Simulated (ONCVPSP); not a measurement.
samarium, ONCV: configuration errors across variants

```json
{
  "Element": "samarium (Sm)",
  "Generator": "ONCVPSP 4.0.1",
  "Type": "optimised norm-conserving Vanderbilt (ONCV)",
  "Functional": "LDA (Perdew-Zunger)",
  "Relativity": "scalar-relativistic",
  "Frozen core": "[Kr] 4d10 4f5",
  "Valence charge": "11",
  "Reference configuration": "5s2 5p6 5d1 6s1.75 6p0.25",
  "Partial waves": "5s+6s: rc 2.10 bohr, ncon 4, nbas 7, qcut 6.2 1/bohr, 2 projectors; 5p+6p: rc 2.20 bohr, ncon 3, nbas 7, qcut 5.2 1/bohr, 2 projectors; 5d: rc 2.70 bohr, ncon 3, nbas 6, qcut 4.2 1/bohr, 2 projectors, debl 3.5 Ha",
  "Local potential": "polynomial inside 1.80 bohr (lpopt 5, dvloc0 0 Ha)",
  "Core correction": "none"
}
```

All-electron excitation energies from the reference (eV): (1) 5s2 5p6 5d1 6s2 6p0 -0.689; (2) 5s2 5p6 5d1 6s1 6p0 5.973; (3) 5s2 5p6 5d1 6s0 6p0 18.015; (4) 5s2 5p6 5d1 6s1.5 6p0 1.997.

A true bound ghost makes a file unfit for plane-wave use even where its test errors are small: the radial tests pick states by their node count and pass the ghost by.

Errors AE − PS in meV (a dash: test not solved or not reliable):

```json
{"change": "base", "(1)": "+0.1", "(2)": "-0.7", "(3)": "+3.0", "(4)": "-0.4", "bound ghosts": "none", "GHOST(+) flags above zero": "s, d"}
{"change": "d: rc 1.86", "(1)": "+0.2", "(2)": "-0.6", "(3)": "+3.5", "(4)": "-0.4", "bound ghosts": "none", "GHOST(+) flags above zero": "s"}
{"change": "d: rc 2.34", "(1)": "+0.2", "(2)": "-0.6", "(3)": "+3.4", "(4)": "-0.4", "bound ghosts": "none", "GHOST(+) flags above zero": "s"}
{"change": "d: rc 3.18", "(1)": "-0.1", "(2)": "-0.8", "(3)": "+1.8", "(4)": "-0.6", "bound ghosts": "none", "GHOST(+) flags above zero": "s"}
{"change": "d: rc 3.54", "(1)": "+0.1", "(2)": "-0.4", "(3)": "+3.2", "(4)": "-0.3", "bound ghosts": "none", "GHOST(+) flags above zero": "s"}
{"change": "d: rc 3.94", "(1)": "+0.3", "(2)": "+8.0", "(3)": "+58", "(4)": "+1.0", "bound ghosts": "none", "GHOST(+) flags above zero": "s"}
```

(1) Give the same row for: d: rc 2.78.

## Answers

(1) +0.1, -0.8, +2.7, -0.4; bound ghosts: d; GHOST(+) flags above zero: s.
